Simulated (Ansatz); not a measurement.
`C[O][Mg][F]` + H₂S → `[F][Mg][SH]` + CH₃OH at 400 K and 1 bar (ligand exchange at a Mg–O bond).

Computed with Ansatz on PBE0-D4/def2-TZVP structures; ΔE is electronic, products minus reactants. CBS: MP2 limit from def2 TZ/QZ plus the TZ coupled-cluster correction, frozen cores. This one scheme is used for every species. For Mg outer-core shells are correlated without core-valence functions, which leaves a few kJ/mol of doubt a bond. Each species was taken in one conformer, which may not be the lowest.

```
      species  CCSD(T)/CBS energy (Eh)  H − E (kJ/mol)  S (J/(mol·K))
`C[O][Mg][F]`               -414.81589           139.9          334.7
          H₂S               -398.97279            53.4          215.9
`[F][Mg][SH]`               -698.17668            49.6          310.1
        CH₃OH               -115.61712           151.2          252.6
```

H − E and S are ideal-gas, rigid-rotor, harmonic terms from PBE0-D4/def2-TZVP, for one conformer and one mirror image of each species. 1 Eh = 2625.50 kJ/mol, R = 8.31446 J/(mol·K).

**Question.** By hand: ΔE, ΔH, ΔS and ΔG.

**Answer.** ΔE = (-698.17668) + (-115.61712) − (-414.81589) − (-398.97279) = -0.00512 Eh = -13.4 kJ/mol. Δ(H − E) = 49.6 + 151.2 − 139.9 − 53.4 = 7.5, so ΔH = -5.9 kJ/mol. ΔS = 310.1 + 252.6 − 334.7 − 215.9 = 12.1 J/(mol·K). ΔG = -5.9 − 400 × (12.1)/1000 = -10.7 kJ/mol.

**Question.** By hand: the equilibrium constant, and the temperature at which ΔG would vanish if ΔH and ΔS stayed fixed.

**Answer.** log₁₀ K = −ΔG/(RT ln 10) = 1.4. ΔH and −TΔS have one sign here, so there is no such temperature. One of them is within its doubt of zero, so this could turn.

TΔS isn't small against ΔH here. A doubt of 5 kJ/mol in ΔE shifts log₁₀ K by 0.7 here. Other conformers and mirror images would add mixing entropy, several J/(mol·K) or more a flexible species. These are equilibria of isolated gas molecules and say nothing of rates. Largest T1 diagnostic: 0.012 (customary marks: 0.02 for closed shells, 0.045 for open ones).
